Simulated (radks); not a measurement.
The mean radii <r> (bohr) of the occupied orbitals of an atom or ion are listed with their occupations. Method: scalar-relativistic Kohn-Sham, LDA (Slater exchange, Perdew-Zunger correlation), spin-polarised, spherical densities, finite nucleus; Fermi nuclear charge, rms radius of each element as measured or else 0.836 A^(1/3) + 0.57 fm; computed with a radial shooting solver on a logarithmic mesh with Libxc functionals.

orbital  occ.      <r>
1s up       1  0.05038
1s down     1  0.05038
2s up       1   0.2266
2s down     1   0.2266
2p up       3   0.1985
2p down     3   0.1985
3s up       1   0.6828
3s down     1   0.6825
3p up       3   0.7148
3p down     3   0.7141
3d up       5   0.9031
3d down     5   0.8914
4s up       1    2.370

Name the element and its charge. Open shells, if any, are filled with parallel spins first.

Answer. Z = 30, zinc, charge +1: Zn+ in [Ar] 3d10 4s1. The 1s radius gives Z: for a bare nucleus <r> = (2 gamma + 1)/(2Z) with gamma = sqrt(1 - (Z/c)^2), 0.04919 bohr for Z = 30, and screening makes it slightly larger (0.05038 here). The occupations add up to 29, and the charge is Z minus that.
